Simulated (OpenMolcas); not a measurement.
**Mn: effect of the IPEA shift**

```
Program             : OpenMolcas 26.06
Basis               : ANO-RCC-VTZP [6s5p3d2f1g]
Scalar Hamiltonian  : DKH2, point nucleus
Active space        : 7 electrons in 6 orbitals (3d 4s)
State averaging     : 2S+1 = 6 even, 6 roots; 2S+1 = 4 even, 43 roots kept (CI in the orbitals of an earlier block); 2S+1 = 2 even, 11 roots kept (CI in the orbitals of an earlier block, 0 in the spin-orbit step)
Spin-orbit coupling : state interaction with AMFI integrals over the reference wave functions, term energies averaged over their components
```

Methods on the same reference wave functions:
A. CASSCF
B. MS-CASPT2, IPEA 0 Eh, imaginary shift 0.1 Eh (closed shells correlated: 3s 3p)
C. MS-CASPT2, IPEA 0.25 Eh, imaginary shift 0.1 Eh (closed shells correlated: 3s 3p)

Energies in cm-1 above 3d5 4s2 6S 5/2, the measured ground level; measured values from NIST Handbook of Basic Atomic Spectroscopic Data.

```json
{"Level": "3d5 4s2 6S 5/2", "A": "0.0", "B": "0.0", "C": "0.0", "Measured": "0.0"}
{"Level": "3d6 4s 6D 9/2", "A": "11676", "B": "28020", "C": "27190", "Measured": "17052"}
{"Level": "3d6 4s 6D 7/2", "A": "11936", "B": "28280", "C": "27450", "Measured": "17282"}
{"Level": "3d6 4s 6D 5/2", "A": "12131", "B": "28480", "C": "27640", "Measured": "17452"}
{"Level": "3d6 4s 6D 3/2", "A": "12267", "B": "28610", "C": "27780", "Measured": "17568"}
{"Level": "3d6 4s 6D 1/2", "A": "12348", "B": "28690", "C": "27860", "Measured": "17637"}
{"Level": "3d5 4s2 4G 11/2", "A": "27702", "B": "28970", "C": "29260", "Measured": ""}
{"Level": "3d5 4s2 4G 9/2", "A": "27704", "B": "28970", "C": "29260", "Measured": ""}
{"Level": "3d5 4s2 4G 7/2", "A": "27706", "B": "28970", "C": "29270", "Measured": ""}
{"Level": "3d5 4s2 4G 5/2", "A": "27708", "B": "28970", "C": "29270", "Measured": ""}
```

Deviations, from unrounded energies. A percentage is the sum of absolute deviations over the sum of measured energies, with the sign that they share, or ± where signs differ.

```csv
Against measurement,Levels,A,B,C
mean absolute deviation (cm-1),5,5300,11000,10000
other configurations (%),5,-30.6,+63.3,+58.5
```

A lies closest to measurement on these levels and B furthest from it. The largest miss of A in the table is 3d6 4s 6D 9/2, by -5400 cm-1. The ranking rests on the paired levels alone, and a cruder setting can come out closer through cancelling errors.

Between B and C the level of the table that moves most is 3d6 4s 6D 1/2, by 840 cm-1 (lowest in C, highest in B). Moves below CASPT2's spread within the term are not significant.

The mean deviations of B to C differ by less than CASPT2's widest spread within a term (1300 cm-1), so their order carries little weight.

The lowest spin-free term lies below A's lowest term by 0.642 hartree in B, 0.619 hartree in C.

CASPT2 does not keep the components of a term degenerate, so their means are used; among the terms shown or strongly mixed into the levels shown the widest spread is 1300 cm-1 (3d5 4s2 4G, C). Over all roots computed the reference weight is 0.81 to 0.88 in B, 0.82 to 0.90 in C; the roots of lowest weight are the least certain, and an intruder state may touch them. Some high roots are left out of the spin-orbit mixing, which shifts the levels that they would mix with. Terms from blocks run as CI alone lack orbitals of their own. A single d shell beside an s shell can misplace configurations of different d count against each other. Without dynamic correlation excited terms often stand tens of per cent too high (terms of higher spin than the ground term too low), and those without a measured partner can miss by more than the paired ones (holds for A). Measured partners are found by configuration, term and J. A level has none where our copy of the source lacks it or the pairing is in doubt (some pairs that miss far off the trend of their configuration count as doubtful), and it then counts in no deviation. Levels of configurations outside the active space are missing. The table leaves out levels that lie high or whose names do not pair safely across all columns.
